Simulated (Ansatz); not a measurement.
Ansatz (a first-principles code) input for 1,2-dihydrosiline (C5H8Si), SMILES C1C[SiH2]C=CC=1, PBE/def2-SVPD. The structure is a stationary point at B3LYP-D3(BJ)/def2-SVP. One conformer was computed; it need not be the lowest.

Ansatz 0.2 input:
```yaml
crystal:
  periodic: [false, false, false]
  atoms:
    - {symbol: C, position_ang: [0.93726032, 1.37335111, -0.48812501]}
    - {symbol: C, position_ang: [-0.36894882, 1.39994679, -0.82186349]}
    - {symbol: C, position_ang: [-1.41401150, 0.42022223, -0.35111101]}
    - {symbol: Si, position_ang: [-0.69039745, -1.22822217, 0.25652880]}
    - {symbol: C, position_ang: [1.05261656, -0.79845292, 0.77454033]}
    - {symbol: C, position_ang: [1.59835262, 0.36471959, 0.35240627]}
    - {symbol: H, position_ang: [1.57785612, 2.17936653, -0.85876523]}
    - {symbol: H, position_ang: [-0.71858450, 2.22585902, -1.45213109]}
    - {symbol: H, position_ang: [-1.96930327, 0.88093086, 0.49008663]}
    - {symbol: H, position_ang: [-2.17143906, 0.25821852, -1.13590940]}
    - {symbol: H, position_ang: [-1.49813675, -1.77316855, 1.38802051]}
    - {symbol: H, position_ang: [-0.69159231, -2.26340415, -0.82512976]}
    - {symbol: H, position_ang: [1.67119818, -1.47131028, 1.37832213]}
    - {symbol: H, position_ang: [2.63395072, 0.59989742, 0.62902046]}
basis:
  gaussian:
    orbitals: def2-SVPD
hamiltonian:
  xc: {name: PBE}
```

Program output:

```
WARN ansatz: RAYON_NUM_THREADS=2 ignored (pool sized by the plan → 2); use --threads N
Functional definition: PBE
integrals: 0.13 GiB planned
1585 factors; their error is unknown
mean field: 0.91 GiB planned
mean field evaluation 1: about -13162.3807 eV, gradient 6.8e1 eV
mean field evaluation 2: about -13138.1869 eV, gradient 1.1e2 eV
mean field evaluation 4: about -13174.5846 eV, gradient 1.2e1 eV
mean field evaluation 8: about -13174.9545 eV, gradient 1.9e-1 eV
mean field evaluation 16: about -13174.8606 eV, gradient 4.8e-4 eV
mean field -13174.86057550 eV, -484.1671959083 hartree, gradient 3.5e-5 eV, S^2 0.000000; 0 other end points of the search recorded, 0 dependent functions left out
reference -13174.86062474 eV, -484.1671977181 hartree; 26, 26 occupied and 162, 162 virtual orbitals, 1585 factors
Total energy: -13174.86062474 eV, -484.1671977181 hartree
```

Self-consistency was reached.
